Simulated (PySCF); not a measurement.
What does the PBE0-D3(BJ)/def2-SVP structure of `C=N/C=C\S[SiH3]` look like in three dimensions?

```xyz
13
C3H7NSSi angstrom
C     -1.5486   -1.1969    0.5397
N     -0.7016   -0.3397    0.1333
C     -1.0684    0.8186   -0.5153
C     -0.1040    1.6714   -0.9202
S      1.6071    1.4644   -0.7079
Si     1.8482   -0.4269    0.3576
H     -1.1908   -2.1001    1.0497
H     -2.6369   -1.0738    0.4021
H     -2.1297    1.0375   -0.6969
H     -0.3764    2.5958   -1.4375
H      3.3515   -0.3453    0.4156
H      1.5534   -1.6696   -0.4081
H      1.4022   -0.4521    1.7781
```

Orientation and origin are arbitrary. Atoms count from 1 in this order. Si6 and N2 aren't drawn bonded (4 bonds apart) but lie 2.56 Å from each other; Cordero's covalent radii sum to 1.82 Å. The 6 heavy atoms lie in one plane (0.006 Å rms). Of the pairs four or more bonds apart, those above aside, C1···Si6 is among the closest relative to their van der Waals radii: 3.49 Å, 92 % of the sum of Bondi's values. S5 (sulfur bonded to C and Si) is bent (angle 105.8°).

Bonds between heavy atoms (Å): C1=N2 1.272, N2–C3 1.377, C3=C4 1.350, C4–S5 1.737, S5–Si6 2.184.

Level of theory: PySCF, PBE0-D3(BJ)/def2-SVP geometry optimisation, gas phase.

Point group: Cs (tolerance 0.08 Å). PBE0-D3(BJ)/def2-SVP frequencies: not computed here. The numbers are those of one conformer (C1–N2–C3–C4 180°, C3–C4–S5–Si6 -1°).

Time: 88 s of wall time; peak memory 0.51 GiB. Hardware: an Arm Neoverse V1 with one thread, no GPU, shared host with 32 logical CPUs at a one-minute load of 40. This is the geometry optimisation.
